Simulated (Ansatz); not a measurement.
Task: Name a neutral molecule of Cl, F, N, Ta and H with zero-point energy (PBE0-D4/def2-TZVP) between 107 and 123 kJ/mol and LUMO energy (ωB97M-V/def2-TZVPP) between 0.70 and 1.00 eV (Ansatz, PBE0-D4/def2-TZVP geometry).

Result: `[NH]=[Ta]([NH2])([F])[Cl]` (112.6 kJ/mol, 0.97 eV). Other molecules can fit too; these were computed, each in one conformer that needn't be the lowest.
